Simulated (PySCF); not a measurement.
Al(F)(NCO)(OH) (CHAlFNO2), SMILES [F][Al]([N]=C=O)[OH]. Heavy atoms are numbered as in [Al:1]([F:2])([N:3]=[C:4]=[O:5])[OH:6]. Hydrogens are named by the atom that carries them.

Geometry: B3LYP-D3(BJ)/def2-SVP. The structure was generated by enumeration; whether it is a known compound was not checked. Other conformers were not sampled.

The numbers are results of PBE0/def2-TZVP (PySCF), not measurements.

Atomic charges (e), one atom of each kind:

```
atom       IAO  Löwdin
-------  -----  ------
Al1       1.49   -0.01
F2         [?]   -0.01
N3       -0.64    0.08
C4        0.55   -0.33
O5       -0.37    0.18
O6 (OH)    [?]   -0.10
H on O6    [?]    0.19
```

Q: Fill in the missing entries. (An estimate is asked for; the answer gives what the named calculation found.)

A: 
- F2, IAO: -0.57
- O6 (OH), IAO: -0.84
- H on O6, IAO: 0.38
